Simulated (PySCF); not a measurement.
# Telling isomers of C₆H₁₀O apart by NMR

Fast rotation and ring inversion assumed for equivalent nuclei, one computed conformer, no relativistic terms, gas phase. Geometry: GFN2-xTB; shieldings: GIAO PBE0/pcSseg-1; PySCF 2.14.0 with density-fitted response routines.

References, each an isolated molecule treated in the same way: TMS for 1H (σref 31.72), 13C (σref 186.93). Where no couplings were computed, multiplicities follow the n + 1 count of equivalent neighbours, and m marks all less simple cases (inequivalent or close neighbours, rings, F or P nearby). Shifts are as computed. Against solution values, carbons near 30 ppm lie about +3 ppm off and those near 130 ppm about +5 ppm (rms about the fit 2.1 ppm; single classes can miss by 10 ppm). Of 1328 compounds with measured shifts, 309 miss one by over three times the rms of a fit or turn the order of signals round; such compounds aren't used in these exercises. Signals without a measured value on file couldn't be tested in this way; 1H shifts scatter by 0.2 ppm about their fit, and single ones miss by 0.5 ppm.

(1) Tabulate the signals of `C=CC(=C)OCC`, `C=CCCC(C)=O` and their relative energies.

(2) What is the quickest way to tell C=CC(=C)OCC from C=CCCC(C)=O?

Results:

(1) 
| SMILES | carbon types | δC | δH | E rel. (kcal/mol) |
| --- | --- | --- | --- | --- |
| C=CC(=C)OCC | 1×C 1×CH 3×CH2 1×CH3 | 166.9, 141.6, 121.7, 90.7, 65.1, 17.3 | 6.31 (m, 1H), 6.04 (m, 1H), 5.43 (m, 1H), 4.26 (m, 1H), 4.15 (m, 1H), 3.82 (q, 2H), 1.47 (t, 3H) | 17.0 |
| C=CCCC(C)=O | 1×C 1×CH 3×CH2 1×CH3 | 210.8, 147.6, 121.7, 47.3, 34.5, 32.2 | 6.09 (m, 1H), 5.44 (m, 1H), 5.25 (m, 1H), 2.34 (m, 2H), 2.31 (m, 2H), 2.17 (s, 3H) | 0.0 |

Energies are electronic energies at PBE0/pcSseg-1 on these geometries, without zero-point or thermal terms, each for the one conformer computed, which needn't be the lowest.

(2) Both give the same number of carbon signals, with the same numbers of each carbon type, so the positions decide. The first has an alkene carbon bearing oxygen (C) at 166.9 ppm, the second a ketone carbonyl carbon (C) at 210.8 ppm.
